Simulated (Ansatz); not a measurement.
A run for Ansatz (a quantum-chemistry and plane-wave program): U-B3LYP/def2-TZVPP on BF+, 2S+1 = 2, a spin state set in the input, which need not be the lowest, a point of a bond scan (R = 1.217 Å). Charge +1.

Ansatz 0.2 input:
```yaml
crystal:
  periodic: [false, false, false]
  atoms:
    - {symbol: B, position_ang: [0.00000000, 0.00000000, 0.00000000]}
    - {symbol: F, position_ang: [0.00000000, 0.00000000, 1.21725300]}
basis:
  gaussian:
    orbitals: def2-TZVPP
    pivot_positions_ang: [[0.00000000, 0.00000000, 0.00000000], [0.00000000, 0.00000000, 1.21725300]]
hamiltonian:
  xc: {name: B3LYP}
total_charge: 1
magnetization: {spin_polarized: true, initial_magnetization: 1}
output: {forces: true, orbitals: {seedname: ./end}}
```

The log:

```
WARN ansatz: RAYON_NUM_THREADS=2 ignored (pool sized by the plan → 2); use --threads N
Functional definition: B3LYP
integrals: 0.01 GiB planned
325 factors; their error is unknown
mean field: 0.14 GiB planned
mean field evaluation 1: about -3368.8621 eV, gradient 7.2e1 eV
mean field evaluation 2: about -3250.2108 eV, gradient 1.8e2 eV
mean field evaluation 4: about -3382.7792 eV, gradient 2.8e0 eV
mean field evaluation 8: about -3382.8160 eV, gradient 1.5e-2 eV
mean field -3382.81598916 eV, -124.3161946464 hartree, gradient 3.3e-5 eV, S^2 0.752126; 0 other end points of the search recorded, 0 dependent functions left out
the calculation of the forces begins
reference -3382.81612799 eV, -124.3161997483 hartree; 7, 6 occupied and 55, 56 virtual orbitals, 325 factors
Total energy: -3382.81612799 eV, -124.3161997483 hartree
Atom 0 at     0.000000     0.000000     0.000000 Å, force     0.000000     0.000000     0.172177 eV/Å
Atom 1 at     0.000000     0.000000     1.217253 Å, force    -0.000000     0.000000    -0.172177 eV/Å
Dipole moment:    -0.000000    -0.000000    -0.726089 e Å
```

Self-consistency was reached.

Cost: roughly 0.9 core-seconds.
